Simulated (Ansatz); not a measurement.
Computed with Ansatz on PBE0-D4/def2-TZVP structures; ΔE is electronic, products minus reactants. CBS: MP2 limit from def2 TZ/QZ plus the TZ coupled-cluster correction, frozen cores. This one scheme is used for every species. DFT in def2-TZVPP. B3LYP here is the variant with VWN-RPA as its local correlation; programs differ in this. For Br outer-core shells are correlated without core-valence functions, which leaves a few kJ/mol of doubt a bond. Scalar relativity is left out up to krypton. Each species was taken in one conformer, which may not be the lowest.

`CCB(S)Br` + H₂ → `CB(S)Br` + CH₄  (hydrogenolysis of a C–C bond)

`CCB(S)Br`:

Z-matrix (Å, degrees):
```
C
C 1 1.527
H 1 1.092 2 111.2
H 1 1.092 2 111.0 3 120.0
H 1 1.091 2 111.2 3 -119.7
B 2 1.563 1 116.1 3 62.5
H 2 1.100 1 109.1 3 -178.7
H 2 1.095 1 110.3 3 -63.4
Br 6 1.930 2 120.3 1 41.7
S 6 1.786 2 125.3 1 -140.5
H 10 1.345 6 96.8 2 2.5
```

H₂:

```xyz
2

H     0.305    0.212    0.036
H    -0.305   -0.212   -0.036
```

`CB(S)Br`:

Cartesian coordinates in Å:
```
C -0.652 0.076 0.650
B 0.148 0.145 -0.683
S 1.803 -0.466 -0.952
Br -0.671 0.955 -2.231
H -0.109 -0.398 1.469
H -0.940 1.085 0.962
H -1.589 -0.468 0.492
H 2.009 -0.929 0.293
```

CH₄:

Cartesian coordinates in Å:
```
C 0.000 0.000 0.000
H -0.621 0.705 -0.552
H 0.825 0.534 0.471
H 0.396 -0.749 -0.685
H -0.600 -0.490 0.766
```

Question: Is it downhill or uphill in electronic energy at CCSD(T)/CBS, and by how much? (Estimate.)

Answer: Ansatz gave: Downhill: ΔE = -0.78 eV.

Question: What do these levels give: revPBE-D4, BHLYP-D4, B3LYP, r2SCANh, BHLYP, LC-ωPBE? (An estimate is asked.)

Answer: Computed: revPBE-D4 -0.73, BHLYP-D4 -0.87, B3LYP -0.93, r2SCANh -0.85, BHLYP -0.95, LC-ωPBE -0.87 eV.

Largest T1 diagnostic among the species: 0.011.

Leaving LDA and LC-ωPBE aside and taking each functional with its dispersion term where it has one, the values, not all of them listed here, spread over 0.16 eV, from B97M-V to revPBE-D4. LDA lies +0.09 eV from PBE without D4. The D4 term adds +0.10 eV with B3LYP and +0.06 eV with PBE0; it sums over pairs of atoms, weighted by their polarisabilities, and B3LYP, whose exchange is more repulsive, gets the larger term. In def2-TZVPP, CCSD(T) changes the Hartree–Fock value by +0.22 eV (the triples alone add +0.04 eV) and MP2 by +0.25 eV.
